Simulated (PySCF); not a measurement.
CHO₂, SMILES [O]C=O (connectivity only; charge and spin as stated), charge -1, multiplicity 1. Atoms are numbered in the order given.

```xyz
4

O      0.0000     1.1310     0.2084
C      0.0000     0.0000    -0.3136
O      0.0000    -1.1310     0.2084
H      0.0000     0.0000    -1.4521
```
Charge -1, spin multiplicity 1.

Geometry optimised at PBE0-D3(BJ)/def2-TZVPD. The spin state was assumed, not searched. The isomer is the one that the SMILES or the coordinates give; other isomers of the formula were not compared.

Computed with HF/def2-TZVPD in PySCF.

Gas-phase values at a fixed geometry.

Computed frontier levels, gap, dipole moment and polarisability:
* **highest occupied level**: -5.09 eV
* **lowest empty level**: 5.72 eV
* **orbital gap**: 10.81 eV
* **dipole moment about the centre of nuclear charge**: 1.77 D
* **mean static polarisability**: 27.0 bohr³ (4.00 Å³)
* **polarisability, principal values**: 20.1, 28.5, 32.4 bohr³
